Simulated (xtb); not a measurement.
xtb input (GFN2-xTB):

```bash
xtb mol.xyz --gfn 2 --sp --chrg 0 --uhf 0
```
mol.xyz:
```
5

F     -0.42920222    -1.61669651    -1.28328212
Ge    -0.06960915    -0.55528171     0.02247165
F      0.03032214    -1.56522449     1.41205100
Br    -1.78637462     0.91000957     0.28717884
Br     1.95258644     0.41588483    -0.34083634
```

Output:

```
           -------------------------------------------------
          |                Calculation Setup                |
           -------------------------------------------------

           -------------------------------------------------
          |                 G F N 2 - x T B                 |
           -------------------------------------------------

        Reference                      10.1021/acs.jctc.8b01176
      * Hamiltonian:
        H0-scaling (s, p, d)           1.850000    2.230000    2.230000
        zeta-weighting                 0.500000
      * Dispersion:
        s8                             2.700000
        a1                             0.520000
        a2                             5.000000
        s9                             5.000000
      * Repulsion:
        kExp                           1.500000    1.000000
        rExp                           1.000000
      * Coulomb:
        alpha                          2.000000
        third order                    shell-resolved
        anisotropic                    true
        a3                             3.000000
        a5                             4.000000
        cn-shift                       1.200000
        cn-exp                         4.000000
        max-rad                        5.000000

          ...................................................
          :                      SETUP                      :
          :.................................................:
          :  # basis functions                  38          :
          :  # atomic orbitals                  35          :
          :  # shells                           13          :
          :  # electrons                        32          :
          :  max. iterations                   250          :
          :  Hamiltonian                  GFN2-xTB          :
          :  restarted?                      false          :
          :  GBSA solvation                  false          :
          :  PC potential                    false          :
          :  electronic temp.          300.0000000     K    :
          :  accuracy                    1.0000000          :
          :  -> integral cutoff          0.2500000E+02      :
          :  -> integral neglect         0.1000000E-07      :
          :  -> SCF convergence          0.1000000E-05 Eh   :
          :  -> wf. convergence          0.1000000E-03 e    :
          :  Broyden damping             0.4000000          :
          :  net charge                          0          :
          :  unpaired electrons                  0          :
          ...................................................

 iter      E             dE          RMSdq      gap      omega  full diag
   1    -19.0987497 -0.190987E+02  0.147E+01    4.46       0.0  T
   2    -18.3781064  0.720643E+00  0.189E+01    6.90       1.0  T
   3    -19.7499751 -0.137187E+01  0.447E+00    4.75       1.0  T
   4    -19.6521385  0.978366E-01  0.653E+00    4.32       1.0  T
   5    -19.7530815 -0.100943E+00  0.117E+00    4.55       1.0  T
   6    -19.7516684  0.141303E-02  0.800E-01    4.57       1.0  T
   7    -19.7530044 -0.133594E-02  0.585E-01    4.48       1.0  T
   8    -19.7536993 -0.694965E-03  0.122E-01    4.49       1.0  T
   9    -19.7537115 -0.121952E-04  0.740E-02    4.49       1.0  T
  10    -19.7537262 -0.147021E-04  0.256E-02    4.49       1.7  T
  11    -19.7537271 -0.879443E-06  0.371E-03    4.49      12.1  T
  12    -19.7537271  0.880339E-08  0.207E-03    4.49      21.6  T
  13    -19.7537271 -0.260079E-07  0.133E-03    4.49      33.6  T
  14    -19.7537271 -0.357763E-08  0.938E-05    4.49     476.6  T
  15    -19.7537271  0.113687E-12  0.268E-05    4.49    1668.7  T

   *** convergence criteria satisfied after 15 iterations ***

         #    Occupation            Energy/Eh            Energy/eV
      -------------------------------------------------------------
         1        2.0000           -0.8905897             -24.2342
       ...           ...                  ...                  ...
        10        2.0000           -0.5459412             -14.8558
        11        2.0000           -0.5423176             -14.7572
        12        2.0000           -0.5158864             -14.0380
        13        2.0000           -0.4925385             -13.4027
        14        2.0000           -0.4890614             -13.3080
        15        2.0000           -0.4873295             -13.2609
        16        2.0000           -0.4836055             -13.1596 (HOMO)
        17                         -0.3185230              -8.6675 (LUMO)
        18                         -0.1612501              -4.3878
        19                         -0.1603218              -4.3626
        20                         -0.1388857              -3.7793
        21                         -0.0374592              -1.0193
       ...                                ...                  ...
        35                          1.6062843              43.7092
      -------------------------------------------------------------
                  HL-Gap            0.1650825 Eh            4.4921 eV
             Fermi-level           -0.4010642 Eh          -10.9135 eV

 SCC (total)                   0 d,  0 h,  0 min,  0.007 sec
 SCC setup                      ...        0 min,  0.000 sec (  0.851%)
 Dispersion                     ...        0 min,  0.000 sec (  0.591%)
 classical contributions        ...        0 min,  0.000 sec (  0.142%)
 integral evaluation            ...        0 min,  0.001 sec ( 13.762%)
 iterations                     ...        0 min,  0.004 sec ( 62.143%)
 molecular gradient             ...        0 min,  0.001 sec ( 21.695%)
 printout                       ...        0 min,  0.000 sec (  0.697%)

         :::::::::::::::::::::::::::::::::::::::::::::::::::::
         ::                     SUMMARY                     ::
         :::::::::::::::::::::::::::::::::::::::::::::::::::::
         :: total energy             -19.737376414341 Eh    ::
         :: gradient norm              0.012750801564 Eh/a0 ::
         :: HOMO-LUMO gap              4.492122431603 eV    ::
         ::.................................................::
         :: SCC energy               -19.753725645314 Eh    ::
         :: -> isotropic ES            0.006331056537 Eh    ::
         :: -> anisotropic ES         -0.001186332679 Eh    ::
         :: -> anisotropic XC         -0.019459154344 Eh    ::
         :: -> dispersion             -0.004694930203 Eh    ::
         :: repulsion energy           0.016349230973 Eh    ::
         :: add. restraining           0.000000000000 Eh    ::
         :: total charge              -0.000000000000 e     ::
         :::::::::::::::::::::::::::::::::::::::::::::::::::::

           -------------------------------------------------
          |                Property Printout                |
           -------------------------------------------------

    * Orbital Energies and Occupations

         #    Occupation            Energy/Eh            Energy/eV
      -------------------------------------------------------------
         1        2.0000           -0.8905897             -24.2342
       ...           ...                  ...                  ...
         4        2.0000           -0.8560472             -23.2942
         5        2.0000           -0.6770545             -18.4236
         6        2.0000           -0.5713206             -15.5464
         7        2.0000           -0.5677751             -15.4499
         8        2.0000           -0.5664317             -15.4134
         9        2.0000           -0.5537033             -15.0670
        10        2.0000           -0.5459412             -14.8558
Note: The following floating-point exceptions are signalling: IEEE_DENORMAL
normal termination of xtb
        11        2.0000           -0.5423176             -14.7572
        12        2.0000           -0.5158864             -14.0380
        13        2.0000           -0.4925385             -13.4027
        14        2.0000           -0.4890614             -13.3080
        15        2.0000           -0.4873295             -13.2609
        16        2.0000           -0.4836055             -13.1596 (HOMO)
        17                         -0.3185230              -8.6675 (LUMO)
        18                         -0.1612501              -4.3878
        19                         -0.1603218              -4.3626
        20                         -0.1388857              -3.7793
        21                         -0.0374592              -1.0193
        22                         -0.0358469              -0.9754
        23                         -0.0227785              -0.6198
        24                         -0.0208881              -0.5684
        25                         -0.0205909              -0.5603
        26                         -0.0204170              -0.5556
        27                          0.0373495               1.0163
       ...                                ...                  ...
        35                          1.6062843              43.7092
      -------------------------------------------------------------
                  HL-Gap            0.1650825 Eh            4.4921 eV
             Fermi-level           -0.4010642 Eh          -10.9135 eV

     #   Z          covCN         q      C6AA      α(0)
     1   9 F        0.716    -0.228    11.539     4.011
     2  32 Ge       3.117     0.473   199.854    27.193
     3   9 F        0.716    -0.228    11.539     4.011
     4  35 Br       0.845    -0.008   185.013    21.930
     5  35 Br       0.845    -0.008   185.013    21.930

 Mol. C6AA /au·bohr⁶  :       2271.334259
 Mol. C8AA /au·bohr⁸  :     142402.623401
 Mol. α(0) /au        :         79.077182

Wiberg/Mayer (AO) data.
largest (>0.10) Wiberg bond orders for each atom

 ---------------------------------------------------------------------------
     #   Z sym  total        # sym  WBO       # sym  WBO       # sym  WBO
 ---------------------------------------------------------------------------
     1   9 F    1.281 --     2 Ge   1.061
     2  32 Ge   4.294 --     4 Br   1.086     5 Br   1.086     3 F    1.061
                             1 F    1.061
     3   9 F    1.281 --     2 Ge   1.061
     4  35 Br   1.413 --     2 Ge   1.086     5 Br   0.161
     5  35 Br   1.413 --     2 Ge   1.086     4 Br   0.161
 ---------------------------------------------------------------------------

Topologies differ in total number of bonds
Writing topology from bond orders to xtbtopo.mol

molecular dipole:
                 x           y           z       tot (Debye)
 q only:        0.107       0.854      -0.035
   full:       -0.049      -0.395       0.016       1.012
molecular quadrupole (traceless):
                xx          xy          yy          xz          yz          zz
 q only:        2.950      -0.655      -1.972      -0.676       0.129      -0.977
  q+dip:       -5.439       0.814       0.358       1.831      -0.043       5.080
   full:       -4.947       0.739       0.314       1.667      -0.038       4.633

           -------------------------------------------------
          | TOTAL ENERGY              -19.737376414341 Eh   |
          | GRADIENT NORM               0.012750801564 Eh/α |
          | HOMO-LUMO GAP               4.492122431603 eV   |
           -------------------------------------------------

------------------------------------------------------------------------
------------------------------------------------------------------------
 total:
 SCF:
```
